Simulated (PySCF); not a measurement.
ECD: `C1[C@@H](F)CCO[C@@H]1F`, C$_{5}$H$_{8}$F$_{2}$O

Molfile (atoms numbered from 1):
```
C5H8F2O
     RDKit          3D

 16 16  0  0  0  0  0  0  0  0999 V2000
    1.3206   -1.9542   -0.8726 F   0  0  0  0  0  0  0  0  0  0  0  0
    0.5896   -0.7944   -0.7025 C   0  0  1  0  0  0  0  0  0  0  0  0
   -0.7779   -1.1273   -0.1157 C   0  0  0  0  0  0  0  0  0  0  0  0
   -1.5294    0.1781    0.1336 C   0  0  0  0  0  0  0  0  0  0  0  0
   -0.8003    1.0489    0.9912 O   0  0  0  0  0  0  0  0  0  0  0  0
    0.4543    1.3592    0.5358 C   0  0  2  0  0  0  0  0  0  0  0  0
    0.3567    2.1120   -0.6302 F   0  0  0  0  0  0  0  0  0  0  0  0
    1.3363    0.1453    0.2392 C   0  0  0  0  0  0  0  0  0  0  0  0
    0.4938   -0.3469   -1.7003 H   0  0  0  0  0  0  0  0  0  0  0  0
   -0.6376   -1.6637    0.8249 H   0  0  0  0  0  0  0  0  0  0  0  0
   -1.3425   -1.7604   -0.7995 H   0  0  0  0  0  0  0  0  0  0  0  0
   -1.7301    0.6869   -0.8178 H   0  0  0  0  0  0  0  0  0  0  0  0
   -2.4728   -0.0008    0.6501 H   0  0  0  0  0  0  0  0  0  0  0  0
    0.9091    2.0223    1.2829 H   0  0  0  0  0  0  0  0  0  0  0  0
    2.2745    0.4763   -0.2064 H   0  0  0  0  0  0  0  0  0  0  0  0
    1.5482   -0.3723    1.1758 H   0  0  0  0  0  0  0  0  0  0  0  0
  1  2  1  0
  2  3  1  0
  3  4  1  0
  4  5  1  0
  5  6  1  0
  6  7  1  0
  6  8  1  0
  8  2  1  0
  2  9  1  6
  3 10  1  0
  3 11  1  0
  4 12  1  0
  4 13  1  0
  6 14  1  1
  8 15  1  0
  8 16  1  0
M  END
```

The calculation used TDDFT LC-wPBE/aug-cc-pVDZ circular dichroism and optical rotation, one conformer, gas phase in PySCF 2.14.0. Geometry: GFN2-xTB.

**Question.** What are the CIP labels of the stereocentres?

**Answer.** C2 S, C6 R.

**Question.** Which excitations and rotatory strengths does the calculation give?

**Answer.** Rotatory strengths R in 10⁻⁴⁰ esu² cm², velocity form and length form (origin at the centre of mass); f in length form.
```
state  E (eV)  λ (nm)       f  R (velocity)  R (length)                                  main
    1    8.17     152   0.002          +3.6        +3.2                        HOMO→LUMO 0.65
    2    8.69     143   0.026          +9.6        +9.8                      HOMO→LUMO+1 0.57
    3    8.87     140  0.0007          -2.3        -2.3    HOMO→LUMO+2 0.42, HOMO−1→LUMO 0.24
    4    9.03     137   0.001          -3.2        -3.1    HOMO→LUMO+3 0.21, HOMO−2→LUMO 0.15
    5    9.15     136   0.015          -3.7        -3.7                      HOMO→LUMO+3 0.28
    6    9.20     135   0.011         +18.0       +17.9  HOMO−2→LUMO 0.35, HOMO−1→LUMO+1 0.13
    7    9.27     134   0.010         -18.7       -18.6  HOMO−1→LUMO+2 0.14, HOMO−1→LUMO 0.14
    8    9.39     132   0.020          +5.4        +5.5                    HOMO−2→LUMO+2 0.28
    9    9.52     130   0.028          -1.8        -2.0  HOMO→LUMO+5 0.22, HOMO−1→LUMO+2 0.19
   10    9.57     130   0.014         +30.1       +29.7  HOMO−1→LUMO+1 0.15, HOMO→LUMO+4 0.10
   11    9.62     129   0.018         -19.7       -19.4    HOMO→LUMO+4 0.14, HOMO→LUMO+6 0.11
   12    9.67     128   0.005         -11.4       -10.8  HOMO−2→LUMO+1 0.26, HOMO→LUMO+4 0.14
   13    9.75     127   0.034         +17.9       +17.8  HOMO−3→LUMO 0.13, HOMO−2→LUMO+3 0.12
   14    9.81     126   0.011         -27.0       -27.6  HOMO−2→LUMO+2 0.16, HOMO→LUMO+4 0.11
   15    9.84     126   0.020          -9.8       -10.0  HOMO→LUMO+5 0.40, HOMO−1→LUMO+2 0.14
   16    9.89     125   0.006         +11.7       +11.8   HOMO→LUMO+10 0.14, HOMO→LUMO+6 0.09
```

Among the states computed, the strongest CD band (largest |R|) is state 10. The largest dissymmetry factor in size, g = 4R/(D+G), with D and G the electric and magnetic dipole strengths, is -0.045 for state 3 (velocity form, f = 0.0007), among bands with |R| over 0.5. The mirror image has the same energies and oscillator strengths and all R with the opposite sign.
